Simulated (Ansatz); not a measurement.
Reaction (SMILES): O=BF → B atom + F atom + O atom
B3LYP-D3(BJ)/def2-TZVP geometries, fixed; electronic energies without zero-point terms.

Basis-set convergence of the atomisation energy at PBE with Ansatz (a quantum-chemistry and plane-wave program). All functions are spherical. Open shells are unrestricted. No added dispersion term, no relativity. Functions are those of the species that has most. Reference: the value in aug-pcseg-3, 372.90 kcal/mol, itself unsure by roughly 0.22 kcal/mol (its mean distance from aug-cc-pVQZ, cc-pV5Z, def2-QZVPPD). Deviations are taken from unrounded values.

```
basis            functions
---------------  ---------
def2-SVP                42
aug-cc-pVDZ             69
aug-pcseg-1             69
def2-TZVPP              93
jun-cc-pV(T+d)Z        117
aug-cc-pVTZ            138
aug-pcseg-2            138
def2-QZVPP             171
aug-cc-pVQZ            240
aug-pcseg-3            255
```

Task: Which is the smallest set listed that can be trusted to 2 kcal/mol here, that is, within that of the reference together with its larger relatives (same family, alike in diffuse functions; a set with none to test it counts only in the reference's own line)?

Result: The smallest set listed that lies within 2 kcal/mol of the reference with all its larger relatives (same family, alike in diffuse functions; a set with none counts only in the reference's own line) is def2-TZVPP (93 functions, -0.53 kcal/mol off). Value minus reference: def2-SVP 6.63, aug-cc-pVDZ -10.56, aug-pcseg-1 -3.91, def2-TZVPP -0.53, jun-cc-pV(T+d)Z -1.52, aug-cc-pVTZ -1.47, aug-pcseg-2 0.32, def2-QZVPP -0.33, aug-cc-pVQZ -0.03, aug-pcseg-3 0.00 kcal/mol.
